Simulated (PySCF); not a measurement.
**Electric properties by functional and basis**

Species: diethylene glycol, C₄H₁₀O₃.
Cartesian coordinates in Å at the PBE0-D3(BJ)/def2-SVP level; atoms count from 1:
```
atom  x, y, z in Å
O1    -1.3210    2.2563   -0.5759
C2    -2.0305    1.0665   -0.3937
C3    -1.1468   -0.1411   -0.5977
O4    -0.1224   -0.0799    0.3600
C5     0.8684   -1.0635    0.2134
C6     1.8855   -0.8601    1.3119
O7     2.4959    0.3945    1.2302
H8    -0.5269    2.1757   -0.0349
H9    -2.8526    1.0470   -1.1263
H10   -2.4871    1.0051    0.6155
H11   -1.7298   -1.0781   -0.4913
H12   -0.7169   -0.1203   -1.6189
H13    0.4282   -2.0792    0.2777
H14    1.3585   -0.9684   -0.7762
H15    2.6740   -1.6237    1.2226
H16    1.3853   -1.0146    2.2895
H17    1.7807    1.0406    1.2294
```

PySCF, dipoles from the SCF density, polarisabilities from static response with core orbitals frozen. The structure is a single PBE0-D3(BJ)/def2-SVP conformer in the gas phase; no vibrational or solvent corrections.

Problem. How do dipole and polarisability depend on functional and basis here?

Solution. 

```json
{"level": "LDA/def2-SVPD", "μ (D)": "2.824", "α (Å³)": "10.49", "anisotropy (Å³)": "2.28"}
{"level": "PBE/def2-SVPD", "μ (D)": "2.702", "α (Å³)": "10.36", "anisotropy (Å³)": "2.25"}
{"level": "B3LYP/def2-SVPD", "μ (D)": "2.900", "α (Å³)": "9.91", "anisotropy (Å³)": "2.11"}
{"level": "PBE0/def2-SVPD", "μ (D)": "2.862", "α (Å³)": "9.79", "anisotropy (Å³)": "2.10"}
{"level": "BHandHLYP/def2-SVPD", "μ (D)": "3.057", "α (Å³)": "9.41", "anisotropy (Å³)": "1.98"}
{"level": "CAM-B3LYP/def2-SVPD", "μ (D)": "3.030", "α (Å³)": "9.72", "anisotropy (Å³)": "2.03"}
{"level": "wB97X-D/def2-SVPD", "μ (D)": "2.953", "α (Å³)": "9.68", "anisotropy (Å³)": "2.01"}
{"level": "LC-wPBE/def2-SVPD", "μ (D)": "3.060", "α (Å³)": "9.47", "anisotropy (Å³)": "1.96"}
{"level": "HF/def2-SVPD", "μ (D)": "3.177", "α (Å³)": "8.93", "anisotropy (Å³)": "1.82"}
{"level": "PBE0/6-31G*", "μ (D)": "2.547", "α (Å³)": "8.03", "anisotropy (Å³)": "2.08"}
{"level": "PBE0/6-31+G*", "μ (D)": "3.014", "α (Å³)": "9.11", "anisotropy (Å³)": "1.81"}
{"level": "PBE0/def2-SVP", "μ (D)": "2.537", "α (Å³)": "8.22", "anisotropy (Å³)": "2.03"}
{"level": "PBE0/aug-cc-pVDZ", "μ (D)": "2.726", "α (Å³)": "10.01", "anisotropy (Å³)": "2.18"}
{"level": "PBE0/def2-TZVP", "μ (D)": "2.593", "α (Å³)": "9.36", "anisotropy (Å³)": "2.19"}
```

The anisotropy is √(½[(α1 − α2)² + (α2 − α3)² + (α3 − α1)²]). The dipole runs from 2.54 D (PBE0/def2-SVP) to 3.18 D (HF/def2-SVPD). No reference polarisability is at hand; against PBE0 in the largest diffuse basis at hand (aug-cc-pVDZ) the other PBE0 rows deviate by 6-31G* -20%, 6-31+G* -9%, def2-SVP -18%, def2-SVPD -2%, def2-TZVP -7%. In one basis (def2-SVPD) the functionals order the polarisability from HF (lowest) to LDA (highest), a spread of 17%. With PBE0 the polarisability is 8.54 Å³ without diffuse functions (mean of 6-31G*, def2-SVP and def2-TZVP) and 9.64 Å³ with them (mean of 6-31+G*, def2-SVPD and aug-cc-pVDZ).
